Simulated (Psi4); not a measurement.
Psi4 input (wB97X-D/6-31G*):

```
memory 1500 MB

molecule {
0 1
C    -1.82147200   -0.16160200   -0.53081100
B    -0.32083800   -0.03177700   -0.09359200
S     0.48337100    1.56351300    0.18369700
S     0.63554100   -1.54406000    0.14012700
H    -2.14879700   -1.19477400   -0.65448500
H    -1.98952400    0.35969500   -1.47758600
H    -2.47603900    0.31226200    0.20632400
H    -0.57154300    2.34753000   -0.09900400
H     1.81633400   -1.00746400    0.49639600
symmetry c1
no_reorient
no_com
}

set {
  basis 6-31G*
  reference rks
  scf_type pk
  dft_radial_points 99
  dft_spherical_points 590
  e_convergence 1e-8
  d_convergence 1e-7
  maxiter 150
}

e = energy('wb97x-d')
print_out(f'\nFINAL {e:.10f} DIPOLE {variable("CURRENT DIPOLE")[0]:.6f} {variable("CURRENT DIPOLE")[1]:.6f} {variable("CURRENT DIPOLE")[2]:.6f}\n')
```

Output:

```
   => Loading Basis Set <=

    Name: 6-31G*
    Role: ORBITAL
    Keyword: BASIS
    atoms 1   entry C          line   111 file 6-31gs.gbs
    atoms 2   entry B          line    94 file 6-31gs.gbs
    atoms 3-4 entry S          line   316 file 6-31gs.gbs
    atoms 5-9 entry H          line    44 file 6-31gs.gbs

   => WB97X-D: Empirical Dispersion <=

    Chai and Head-Gordon Dispersion Correction
    Chai, J.-D.; Head-Gordon, M. (2010), J. Chem. Phys., 132: 6615-6620

        s6 =       1.000000

         ---------------------------------------------------------
                                   SCF
               by Justin Turney, Rob Parrish, Andy Simmonett
                          and Daniel G. A. Smith
                              RKS Reference
         ---------------------------------------------------------

  ==> Geometry <==

    Molecular point group: c1
    Full point group: C1

    Geometry (in Angstrom), charge = 0, multiplicity = 1:

       Center              X                  Y                   Z               Mass
    ------------   -----------------  -----------------  -----------------  -----------------
         C           -1.821472000000    -0.161602000000    -0.530811000000    12.000000000000
         B           -0.320838000000    -0.031777000000    -0.093592000000    11.009305360000
         S            0.483371000000     1.563513000000     0.183697000000    31.972071174400
         S            0.635541000000    -1.544060000000     0.140127000000    31.972071174400
         H           -2.148797000000    -1.194774000000    -0.654485000000     1.007825032230
         H           -1.989524000000     0.359695000000    -1.477586000000     1.007825032230
         H           -2.476039000000     0.312262000000     0.206324000000     1.007825032230
         H           -0.571543000000     2.347530000000    -0.099004000000     1.007825032230
         H            1.816334000000    -1.007464000000     0.496396000000     1.007825032230

  Running in c1 symmetry.

  Rotational constants: A =      0.19260  B =      0.10223  C =      0.06761 [cm^-1]
  Rotational constants: A =   5774.11654  B =   3064.76292  C =   2026.97899 [MHz]
  Nuclear repulsion =  186.121563736489350

  Charge       = 0
  Multiplicity = 1
  Electrons    = 48
  Nalpha       = 24
  Nbeta        = 24

  ==> Algorithm <==

  SCF Algorithm Type is PK.
  DIIS enabled.
  MOM disabled.
  Fractional occupation disabled.
  Guess Type is SAD.
  Energy threshold   = 1.00e-08
  Density threshold  = 1.00e-07
  Integral threshold = 1.00e-12

  ==> Primary Basis <==

  Basis Set: 6-31G*
    Blend: 6-31G*
    Number of shells: 38
    Number of basis functions: 78
    Number of Cartesian functions: 78
    Spherical Harmonics?: false
    Max angular momentum: 2

  ==> DFT Potential <==

   => LibXC <=

    Version 7.1.2
    S. Lehtola, C. Steigemann, M. J. T. Oliveira, and M. A. L. Marques,  SoftwareX 7, 1–5 (2018) (10.1016/j.softx.2017.11.002)

   => Composite Functional: WB97X-D <=

    wB97X-D Hyb-GGA Exchange-Correlation Functional

    J.-D. Chai and M. Head-Gordon,  Phys. Chem. Chem. Phys. 10, 6615–6620 (2008) (10.1039/B810189B)

    Deriv               =              1
    GGA                 =           TRUE
    Meta                =          FALSE

    Exchange Hybrid     =           TRUE
    MP2 Hybrid          =          FALSE

   => Exchange-Correlation Functionals <=

    1.0000   wB97X-D range-separated functional

   => Exact (HF) Exchange <=

    0.7780            HF,LR [omega = 0.2000]
    0.2220               HF

   => LibXC Density Thresholds  <==

    XC_HYB_GGA_XC_WB97X_D:  1.00E-14

   => Molecular Quadrature <=

    Radial Scheme          =       TREUTLER
    Pruning Scheme         =           NONE
    Nuclear Scheme         =       TREUTLER

    Blocking Scheme        =         OCTREE
    BS radius alpha        =              1
    Pruning alpha          =              1
    Radial Points          =             99
    Spherical Points       =            590
    Total Points           =         491506
    Total Blocks           =           3491
    Max Points             =            256
    Max Functions          =             76
    Weights Tolerance      =       1.00E-15

  ==> Integral Setup <==

  Using in-core PK algorithm.
   Calculation information:
      Number of atoms:                   9
      Number of AO shells:              38
      Number of primitives:            104
      Number of atomic orbitals:        78
      Number of basis functions:        78

      Integral cutoff                 1.00e-12
      Number of threads:                 1

  Performing in-core PK
  Using 14243463 doubles for integral storage.
  We computed 250236 shell quartets total.
  Whereas there are 274911 unique shell quartets.

  Computing range-separated integrals for PK
  We computed 250236 wK shell quartets total.
  Whereas there are 274911 wK unique shell quartets.

  ==> DiskJK: Disk-Based J/K Matrices <==

    J tasked:                  Yes
    K tasked:                  Yes
    wK tasked:                 Yes
    Omega:               2.000E-01
    Schwarz Cutoff:          1E-12


  Cached 50.0% of DFT collocation blocks in 0.455 [GiB].

  Minimum eigenvalue in the overlap matrix is 6.7311938619E-03.
  Reciprocal condition number of the overlap matrix is 1.0087838326E-03.
    Using symmetric orthogonalization.

  ==> Pre-Iterations <==

  SCF Guess: Superposition of Atomic Densities via on-the-fly atomic UHF (no occupation information).

   -------------------------
    Irrep   Nso     Nmo
   -------------------------
     A         78      78
   -------------------------
    Total      78      78
   -------------------------

  ==> Iterations <==

                        Total Energy        Delta E     RMS |[F,P]|

   @RKS iter SAD:  -861.85123736586627   -8.61851e+02   0.00000e+00
   @RKS iter   1:  -862.21775093204838   -3.66514e-01   6.26997e-03 DIIS/ADIIS
   @RKS iter   2:  -862.29754447841344   -7.97935e-02   4.28338e-03 DIIS/ADIIS
   @RKS iter   3:  -862.35332179289674   -5.57773e-02   4.01674e-04 DIIS/ADIIS
   @RKS iter   4:  -862.35392085268950   -5.99060e-04   1.59304e-04 DIIS/ADIIS
   @RKS iter   5:  -862.35403085796850   -1.10005e-04   3.07012e-05 DIIS
   @RKS iter   6:  -862.35403577287150   -4.91490e-06   1.28029e-05 DIIS
   @RKS iter   7:  -862.35403658411155   -8.11240e-07   2.05949e-06 DIIS
   @RKS iter   8:  -862.35403663697889   -5.28673e-08   6.58322e-07 DIIS
   @RKS iter   9:  -862.35403664161834   -4.63945e-09   1.63716e-07 DIIS
   @RKS iter  10:  -862.35403664183559   -2.17256e-10   4.95117e-08 DIIS
  Energy and wave function converged.

  ==> Post-Iterations <==

   Electrons on quadrature grid:
      Ntotal   =   48.0000018586 ; deviation = 1.859e-06

    Orbital Energies [Eh]
    ---------------------

    Doubly Occupied:

       1A    -89.043136     2A    -89.041514     3A    -10.284739
       4A     -8.067690     5A     -8.065988     6A     -6.909766
       7A     -6.017092     8A     -6.015303     9A     -6.012488
      10A     -6.010770    11A     -6.009237    12A     -6.007628
      13A     -0.872531    14A     -0.827516    15A     -0.799575
      16A     -0.575081    17A     -0.534687    18A     -0.504949
      19A     -0.499407    20A     -0.452874    21A     -0.411893
      22A     -0.399553    23A     -0.385907    24A     -0.336449

    Virtual:

      25A      0.051824    26A      0.089032    27A      0.120270
      28A      0.178160    29A      0.183150    30A      0.204617
      31A      0.248072    32A      0.274269    33A      0.299481
      34A      0.378478    35A      0.427639    36A      0.429845
      37A      0.443808    38A      0.460255    39A      0.463664
      40A      0.478730    41A      0.479385    42A      0.529930
      43A      0.590818    44A      0.673537    45A      0.675230
      46A      0.744745    47A      0.770147    48A      0.781314
      49A      0.810670    50A      0.844212    51A      0.847076
      52A      0.849805    53A      0.872051    54A      0.929545
      55A      0.955518    56A      0.993118    57A      1.012960
      58A      1.026545    59A      1.058499    60A      1.102056
      61A      1.112939    62A      1.237540    63A      1.249991
      64A      1.380150    65A      1.443880    66A      1.529008
      67A      1.736590    68A      1.746546    69A      1.873416
      70A      2.024286    71A      2.120628    72A      2.366960
      73A      2.418640    74A      2.494456    75A      3.573149
      76A      4.020240    77A      4.025477    78A      4.359063

    Final Occupation by Irrep:
              A
    DOCC [    24 ]
    NA   [    24 ]
    NB   [    24 ]

  @RKS Final Energy:  -862.35403664183559

   => Energetics <=

    Nuclear Repulsion Energy =            186.1215637364893496
    One-Electron Energy =               -1557.8346656225016886
    Two-Electron Energy =                 554.4949032146416812
    DFT Exchange-Correlation Energy =     -45.1331046298119034
    Empirical Dispersion Energy =          -0.0027333406530536
    VV10 Nonlocal Energy =                  0.0000000000000000
    Total Energy =                       -862.3540366418355916

Computation Completed

Properties will be evaluated at   0.000000,   0.000000,   0.000000 [a0]

Properties computed using the SCF density matrix

 Multipole Moments:

 ------------------------------------------------------------------------------------
     Multipole            Electronic (a.u.)      Nuclear  (a.u.)        Total (a.u.)
 ------------------------------------------------------------------------------------

 L = 1.  Multiply by 2.5417464519 to convert [e a0] to [Debye]
 Dipole X            :         -0.4106606            0.0000019           -0.4106587
 Dipole Y            :          0.3534797            0.0000000            0.3534797
 Dipole Z            :         -0.1086966            0.0000057           -0.1086909
 Magnitude           :                                                    0.5526321

 ------------------------------------------------------------------------------------

FINAL -862.3540366418 DIPOLE -0.410659 0.353480 -0.108691

*** Psi4 exiting successfully. Buy a developer a beer!
```

The geometry given is a B3LYP-D3(BJ)/def2-TZVP minimum.
